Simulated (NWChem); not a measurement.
System: C$_{2}$H$_{7}$O cation; SMILES CC[OH2+]

Input file for NWChem:

```
start job
memory heap 200 mb stack 900 mb global 1100 mb
charge 1
geometry units angstroms noautosym nocenter noautoz
  C      0.279997    -1.277567     0.000000
  C     -0.607271    -0.075842     0.000000
  O      0.196407     1.219042     0.000000
  H     -0.373409    -2.165072     0.000000
  H      0.907193    -1.341900    -0.901790
  H      0.907193    -1.341900     0.901790
  H     -1.230759     0.039177     0.895684
  H     -1.230759     0.039177    -0.895684
  H      0.748354     1.351677    -0.795640
  H      0.748354     1.351677     0.795640
end
basis spherical
  * library def2-svp
end
dft
  xc b3lyp
  iterations 150
  mulliken
end
task dft energy
esp
  recalculate
  probe 0.07
  range 0.3
  factor 1.0
  spacing 0.02
end
task esp
```

Coordinates come from a PBE0/def2-SVP optimisation.

Atomic charges in e: unrestrained fits to the electrostatic potential beside Mulliken populations; buried atoms are poorly determined by the fit.

Atoms are numbered as in the input.

### Question
Predict the main results of this run. (B3LYP/def2-SVP.) Quantities: ESP C1; Mulliken C1; ESP C2; Mulliken C2; ESP O3; Mulliken O3; relative RMS misfit of the potential (%).

### Answer
The ESP C1 is -0.30, the Mulliken C1 is -0.06 and the ESP C2 is 0.30. The Mulliken C2 is 0.10, the ESP O3 is -0.47 and the Mulliken O3 comes out as -0.07. The relative RMS misfit of the potential (%) comes out as 2.
